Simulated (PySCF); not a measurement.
**Unknown compound**

An unknown has the formula C₄H₆BN. Its calculated NMR data are:

¹H NMR (300 MHz, computed): δ 8.12 (br s, 1H), 8.06 (m, 1H), 7.49 (d, 1H), 7.37 (m, 1H), 6.64 (m, 1H), 5.35 (br, 1H).

¹³C{¹H} NMR (computed): δ 151.7 (CH), 140.4 (CH), 138.6 (CH), 117.3 (CH).

One computed conformer, no solvent, non-relativistic Hamiltonian. PBE0-D3(BJ)/def2-TZVP geometry; NMR shieldings at B97-2/pcSseg-2/GIAO; PySCF 2.14.

Scale: TMS for ¹H, ¹³C (reference shieldings calculated alike).

Q: What is the structure?

A: 
1. 4 carbon signals for 4 carbons: no two carbons are equivalent.
2. Carbon types of the structure: 4 × CH, leaving 2 H on heteroatoms.
3. δC 151.7, 138.6: alkene CH; the olefinic region.
4. δC 140.4: alkene carbon bearing nitrogen; an sp2 carbon further deshielded by the attached heteroatom.
5. δC 117.3: β carbon of an enol-ether or enamine type C=C.
6. δH 8.12: hydrogen on an enamine nitrogen; exchangeable, gas-phase position.
7. δH 8.06, 7.37: hydrogen on an alkene CH.
8. δH 7.49: hydrogen on an alkene carbon bearing nitrogen; attached to an sp2 carbon and in the plane of the double bond.
9. δH 6.64: hydrogen on a β carbon of an enol-ether or enamine type C=C; olefinic region.

Structure: 1,2-Dihydro-1,2-Azaborine (SMILES C1=CNBC=C1).

This is the structure that produced the data.

OH/NH shifts are gas-phase values; hydrogen bonding in solution moves them, usually downfield. Hydrogens on boron are broadened and split by ¹¹B (spin 3/2, 80 %) and 10B (spin 3). A carbon bonded to boron is broadened by the quadrupolar boron nucleus and is often missing from a measured spectrum. Shifts are as computed. Against solution values, carbons near 30 ppm lie about +3 ppm off and those near 130 ppm about +7 ppm. Of 1211 compounds with measured shifts, 218 miss one by over three times the rms of a fit or turn the order of signals round; such compounds aren't used in these exercises. No couplings were computed; multiplicities are counted from neighbouring protons, with m where these are inequivalent, close in shift, in a saturated or five-membered ring or joined by F or P, and br s for small geminal =CH2 splittings.
